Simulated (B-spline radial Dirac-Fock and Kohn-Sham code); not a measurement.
**Pt⁶⁺: photoemission with 173 eV photons**

System: the Pt⁶⁺ ion in the configuration 1s2 2s2 2p6 3s2 3p6 3d10 4s2 4p6 4d10 4f14 5s2 5p6 5d4.

Input of the calculation (task.json; shells as n, l, electrons):

```json
{"items": [{
  "Z": 78,
  "q": 6,
  "cfg": [[1, 0, 2], [2, 0, 2], [2, 1, 6], [3, 0, 2], [3, 1, 6], [3, 2, 10], [4, 0, 2], [4, 1, 6], [4, 2, 10], [4, 3, 14], [5, 0, 2], [5, 1, 6], [5, 2, 4]],
  "A": 195,
  "rrms": 5.427,
  "do": ["binding", "quiet", "photo", "scan"],
  "hv": [33.4, 44.6, 92.6, 103.0, 124.0, 173.0, 1000, 2000, 2030.0, 8047.8, 12000, 15000, 22162.9, 67000.0, 80000, 100000]
}]}
```

Run with: `python xray_run.py task.json out`

Model: independent-particle photoionisation in a Dirac-Hartree-Slater potential with a Latter tail, all multipoles, thresholds from Dirac-Fock ΔSCF. Program: a B-spline atomic structure program. The asymmetry parameter β is from the dipole term alone. Kinetic energies are from the vacuum level. Open shells are spread statistically over j, without multiplet splitting.

The last column is dσ/dΩ = σ/(4π) · [1 + β P₂(cos θ)] at θ = 90° from the polarisation vector of linearly polarised light.

```tsv
subshell	electrons	binding (eV)	kinetic (eV)	σ (kb)	β	dσ/dΩ (kb/sr)
4f7/2	8	169.3	3.75	1690	1.28	48.5
5p1/2	2	161.7	11.30	113	0.78	5.48
5p3/2	4	145.5	27.48	237	-0.40	22.6
5d3/2	1.6	91.34	81.66	33.8	0.98	1.37
5d5/2	2.4	89.38	83.62	47.7	0.43	2.98
```

Branching ratios of the spin-orbit partners (statistical value in brackets): 5p 2.10 (2.00), 5d 1.41 (1.50).

At such low photon energies correlation between channels can change these cross sections by tens of per cent.
